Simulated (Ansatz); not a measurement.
Cost and result for the atomization energy of CH$_{6}$ClNSi$_{2}$ (`N=C(Cl)[SiH2][SiH3]`) (11 atoms, 10 bonds).

```xyz
11

N    -0.845    2.216    1.223
C    -0.033    1.286    1.014
Cl    0.792    0.589    2.407
Si    0.469    0.427   -0.602
Si   -0.104   -1.840   -0.490
H    -1.260    2.537    0.348
H     1.931    0.610   -0.784
H    -0.263    1.130   -1.691
H    -1.539   -1.966   -0.125
H     0.734   -2.529    0.522
H     0.117   -2.462   -1.823
```

Total charge 0; spin multiplicity 1. All single points use the PBE0-D4/def2-TZVP geometry. It is one conformer, not always the lowest. Program: Ansatz. All runs use 4 threads of an Arm Neoverse V1 on a shared host. Times are those of one run each, without the atoms' runs, and a repeat can differ threefold. Electronic energies, without spin–orbit coupling; frozen cores. CCSD(T)/CBS adds CCSD(T) − MP2 in def2-TZVPP to the MP2 limit, and its time is that of the two runs behind it. T1 = 0.014. B3LYP takes the VWN-RPA correlation (the form of Gaussian; ORCA's B3LYP/G). HSE06 is the plane-wave form, built on full-range PBE exchange.

CCSD(T)/CBS is a level of theory with its own doubt, some kJ/mol a heavy atom from the limit and from the frozen cores, so smaller differences don't rank the functionals.

```csv
level,functions,wall time,atomization (kJ/mol),difference from CCSD(T)/CBS,per bond
LDA (SPW92)/def2-TZVPP,272,1.6 s,4036.6,504.2,50.4
BLYP-D4/def2-TZVPP,272,2.5 s,3540.2,7.8,0.8
PBE-D4/def2-TZVPP (with forces),272,3.1 s,3598.4,66.0,6.6
HSE06-D4/def2-TZVPP,272,4.5 s,3533.3,0.9,0.1
CCSD(T)/def2-SVP,112,4.7 s,3279.2,-253.2,-25.3
r2SCAN-D4/def2-TZVPP (with forces),272,6 s,3540.7,8.3,0.8
B3LYP-D4/def2-TZVPP (with forces),272,6.5 s,3540.7,8.3,0.8
ωB97X-V/def2-TZVPP,272,10 s,3565.3,32.9,3.3
B97M-V/def2-TZVPP,272,12 s,3557.8,25.4,2.5
ωB97M-V/def2-TZVPP (with forces),272,15 s,3545.9,13.5,1.3
MP2/def2-QZVPP,504,27 s,3516.4,-16.0,-1.6
CCSD(T)/def2-TZVPP,272,2.9 min,3422.7,-109.7,-11.0
CCSD(T)/CBS(def2),–,3.4 min,3532.4,0.0,0.0
```

At CCSD(T), def2-SVP lies −253.3 kJ/mol from the extrapolated value and def2-TZVPP −109.7 kJ/mol: correlation converges slowly with the basis, and small sets miss more of it in the bonded molecule than in its fragments. From BLYP to BHLYP (50 % exact exchange), in def2-TZVPP and without D4, the atomization energy moves by −78.3 kJ/mol: exact exchange takes away binding that semilocal exchange gives to molecules. Leaving LDA and LC-ωPBE aside and taking each functional with its dispersion term where it has one, the values, not all of them listed here, spread over 160.4 kJ/mol, from BHLYP-D4 to PBE-D4. LDA lies +467.1 kJ/mol from PBE without D4, its usual overbinding.
